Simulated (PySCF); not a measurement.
# Core-level binding energies of `C[AsH2+][AlH3-]`

CH8AlAs.
Bonds: C1–As2, As2–Al3. Hydrogens: H4, H5, H6 on C1; H7, H8 on As2; H9, H10, H11 on Al3.

Theory: PySCF, delta-SCF UKS SCAN, pcX-2 on the ionised atom, pcseg-1 elsewhere, spin-free X2C. Vertical ΔSCF values, vacuum level as zero.

Question: Give the core binding energies atom by atom.

Answer: 
```
atom(s)   bonded to  level  binding energy (eV)  count
     C1  3 H and As   C 1s               291.41      1
    Al3  3 H and As  Al 1s              1565.46      1
```

Question: Which effective nuclear charge Zeff reproduces each element's mean 1s value in the hydrogen-like formula E = 13.606 eV × Zeff²?

Answer: C (Z = 6): mean 291.4 eV, Zeff = 4.63, Z − Zeff = 1.37; Al (Z = 13): mean 1565.5 eV, Zeff = 10.73, Z − Zeff = 2.27. Means run over the listed sites, weighted by atom count.

No level of arsenic is listed. Geometry: PBE0-D3(BJ)/def2-SVP; no solvent, vibrations or thermal averaging.

On one thread, Arm Neoverse V2, on a shared host, this took 14 s.
